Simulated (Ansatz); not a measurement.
Mulliken charges of CH₃Cl₃O₂W (`C[O][W](=[O])([Cl])([Cl])[Cl]`) from r2SCAN/def2-TZVPP in Ansatz (PBE0-D4/def2-TZVP geometry).

```json
{"atom": "C1", "x (Å)": "0.486", "y (Å)": "-1.662", "z (Å)": "0.239", "charge (e)": "0.010"}
{"atom": "O2", "x (Å)": "-0.320", "y (Å)": "-0.672", "z (Å)": "-0.332", "charge (e)": "-0.296"}
{"atom": "W3", "x (Å)": "-0.502", "y (Å)": "1.165", "z (Å)": "-0.312", "charge (e)": "1.051"}
{"atom": "O4", "x (Å)": "-1.790", "y (Å)": "1.369", "z (Å)": "-1.363", "charge (e)": "-0.283"}
{"atom": "Cl5", "x (Å)": "-0.053", "y (Å)": "3.346", "z (Å)": "0.264", "charge (e)": "-0.226"}
{"atom": "Cl6", "x (Å)": "-1.296", "y (Å)": "0.920", "z (Å)": "1.841", "charge (e)": "-0.255"}
{"atom": "Cl7", "x (Å)": "1.478", "y (Å)": "1.230", "z (Å)": "-1.494", "charge (e)": "-0.256"}
{"atom": "H8", "x (Å)": "0.156", "y (Å)": "-2.636", "z (Å)": "-0.123", "charge (e)": "0.082"}
{"atom": "H9", "x (Å)": "1.529", "y (Å)": "-1.492", "z (Å)": "-0.047", "charge (e)": "0.086"}
{"atom": "H10", "x (Å)": "0.396", "y (Å)": "-1.620", "z (Å)": "1.330", "charge (e)": "0.086"}
```

Question: By hand: the dipole of these point charges (1 e Å = 4.8032 D).

Answer: Σ q r = (0.221, -0.770, 0.112) e Å, of length 0.809 e Å = 3.89 D.

Question: How does the dipole of the full density compare? (Best estimate.)

Answer: Ansatz gave: (0.290, -0.701, 0.175) e Å, 3.74 D; the point charges give 1.04 times that, at 8° from its direction.

Point charges leave out the atoms' own dipoles, such as those of lone pairs, and Mulliken's split depends on the basis, so the close match here is no proof of good charges.
